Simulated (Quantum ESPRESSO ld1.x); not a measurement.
Task: All-electron atom: Ar3+ in [Ne] 3s2 3p2.5 4p0.5 (fractional occupations, a model configuration). All-electron calculation, Dirac Kohn-Sham, relativistic LDA (MacDonald-Vosko exchange, VWN5 correlation), spin-unpolarised, spherical densities, point nucleus; open shells fill j = l - 1/2 first. Program: ld1.x of Quantum ESPRESSO 7.5.

Spin-orbit splittings of the eigenvalues, e(l+1/2) - e(l-1/2), with zeta = 2 splitting/(2l+1) and mean radii in bohr:

| shell | occ. | splitting (eV) | zeta (eV) | <r> j=l-1/2 | <r> j=l+1/2 |
|---|---|---|---|---|---|
| 2p | 6 | ? | ? | 0.3745 | 0.3769 |
| 3p | 2.5 | 0.2637 | 0.1758 | 1.368 | 1.374 |
| 4p | 0.5 | 0.05550 | 0.03700 | 3.409 | 3.418 |

Estimate the 2p splitting.

Result: 2.239 eV (zeta = 1.492 eV).
